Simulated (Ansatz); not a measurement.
Ansatz (a first-principles code) input file for CH₃AlBrF, SMILES [CH3][Al]([F])[Br], PBE-D3(BJ)/def2-SVP. 

Ansatz 0.2 input:
```yaml
crystal:
  periodic: [false, false, false]
  atoms:
    - {symbol: Al, position_ang: [0.12331709, 0.93190689, -0.00000000]}
    - {symbol: F, position_ang: [1.68649126, 1.50623382, 0.00000000]}
    - {symbol: Br, position_ang: [-0.10252774, -1.31245418, 0.00000000]}
    - {symbol: C, position_ang: [-1.36813536, 2.16407832, -0.00000000]}
    - {symbol: H, position_ang: [-2.33752725, 1.64331881, 0.00000001]}
    - {symbol: H, position_ang: [-1.32336665, 2.81860689, 0.88680777]}
    - {symbol: H, position_ang: [-1.32336665, 2.81860688, -0.88680776]}
basis:
  gaussian:
    orbitals: def2-SVP
hamiltonian:
  xc: pbe
  dispersion: d3bj
relax: {f_tol: 0.002, max_steps: 200}
```

Program output:

```
Functional definition: PBE
integrals: 0.04 GiB planned
1018 factors; their error is unknown
mean field: 0.22 GiB planned
mean field evaluation 1: about -80408.8883 eV, gradient 6.5e1 eV
mean field evaluation 2: about -80385.6684 eV, gradient 1.2e2 eV
mean field evaluation 4: about -80418.1151 eV, gradient 1.0e1 eV
mean field evaluation 8: about -80418.3341 eV, gradient 1.3e-1 eV
mean field evaluation 16: about -80418.2481 eV, gradient 5.0e-5 eV
mean field -80418.24809221 eV, -2955.3161079424 hartree, gradient 5.0e-5 eV, S^2 0.000000; 0 other end points of the search recorded, 0 dependent functions left out
the calculation of the forces begins
reference -80418.24812929 eV, -2955.3161093049 hartree; 33, 33 occupied and 60, 60 virtual orbitals, 1018 factors
relax step   1: F+E_penalty+E_count = -80418.37136796 eV  Δ(F+E_penalty+E_count) = +0.000e0 eV  max|allowed force component| = 3.569e-1 eV/Å  Δτ_max = 0.0000 Å  (27 SCF iters, accepted)
these checks for a lower state are left out or cut short: starts, cluster_reference, orbital_swaps, neighbouring_geometries, increment
integrals: 0.04 GiB planned
1018 factors; their error is unknown
mean field: 0.22 GiB planned
mean field -80418.25288959 eV, -2955.3162842428 hartree, gradient 1.9e-5 eV, S^2 0.000000; 0 other end points of the search recorded, 0 dependent functions left out
the calculation of the forces begins
reference -80418.25292667 eV, -2955.3162856054 hartree; 33, 33 occupied and 60, 60 virtual orbitals, 1018 factors
relax step   2: F+E_penalty+E_count = -80418.37585925 eV  Δ(F+E_penalty+E_count) = -4.491e-3 eV  max|allowed force component| = 1.984e-1 eV/Å  Δτ_max = 0.0072 Å  (31 SCF iters, accepted)
these checks for a lower state are left out or cut short: starts, cluster_reference, orbital_swaps, neighbouring_geometries, increment
integrals: 0.04 GiB planned
1018 factors; their error is unknown
mean field: 0.21 GiB planned
mean field evaluation 32: about -80418.2540 eV, gradient 1.9e-5 eV
mean field -80418.25403696 eV, -2955.3163264079 hartree, gradient 1.9e-5 eV, S^2 0.000000; 0 other end points of the search recorded, 0 dependent functions left out
the calculation of the forces begins
reference -80418.25407402 eV, -2955.3163277700 hartree; 33, 33 occupied and 60, 60 virtual orbitals, 1018 factors
relax step   3: F+E_penalty+E_count = -80418.37684326 eV  Δ(F+E_penalty+E_count) = -9.840e-4 eV  max|allowed force component| = 1.675e-2 eV/Å  Δτ_max = 0.0071 Å  (31 SCF iters, accepted)
these checks for a lower state are left out or cut short: starts, cluster_reference, orbital_swaps, neighbouring_geometries, increment
integrals: 0.04 GiB planned
1018 factors; their error is unknown
mean field: 0.21 GiB planned
mean field -80418.25404558 eV, -2955.3163267247 hartree, gradient 3.0e-5 eV, S^2 0.000000; 0 other end points of the search recorded, 0 dependent functions left out
the calculation of the forces begins
reference -80418.25408264 eV, -2955.3163280866 hartree; 33, 33 occupied and 60, 60 virtual orbitals, 1018 factors
relax step   4: F+E_penalty+E_count = -80418.37685075 eV  Δ(F+E_penalty+E_count) = -7.491e-6 eV  max|allowed force component| = 1.477e-3 eV/Å  Δτ_max = 0.0007 Å  (20 SCF iters, accepted)
integrals: 0.04 GiB planned
1018 factors; their error is unknown
mean field: 0.21 GiB planned
mean field -80418.25404558 eV, -2955.3163267247 hartree, gradient 3.0e-5 eV, S^2 0.000000; 1 other end points of the search recorded, 0 dependent functions left out
the calculation of the forces begins
reference -80418.25408264 eV, -2955.3163280866 hartree; 33, 33 occupied and 60, 60 virtual orbitals, 1018 factors
Total energy: -80418.37688781 eV, -2955.3208410934 hartree
Atom 0 at     0.125008     0.929523     0.000000 Å, force    -0.000805    -0.001369     0.000000 eV/Å
Atom 1 at     1.700535     1.506936    -0.000000 Å, force     0.000220     0.000233    -0.000000 eV/Å
Atom 2 at    -0.101978    -1.321789     0.000000 Å, force     0.000454     0.000732    -0.000000 eV/Å
Atom 3 at    -1.371753     2.166105     0.000000 Å, force     0.000151     0.001477     0.000000 eV/Å
Atom 4 at    -2.346807     1.641125     0.000000 Å, force    -0.000251    -0.000005    -0.000000 eV/Å
Atom 5 at    -1.325060     2.824198     0.892660 Å, force     0.000116    -0.000534    -0.000149 eV/Å
Atom 6 at    -1.325060     2.824198    -0.892660 Å, force     0.000116    -0.000534     0.000149 eV/Å
Dipole moment:    -0.363174     0.252570    -0.000000 e Å
```

The calculation finished and met its thresholds.
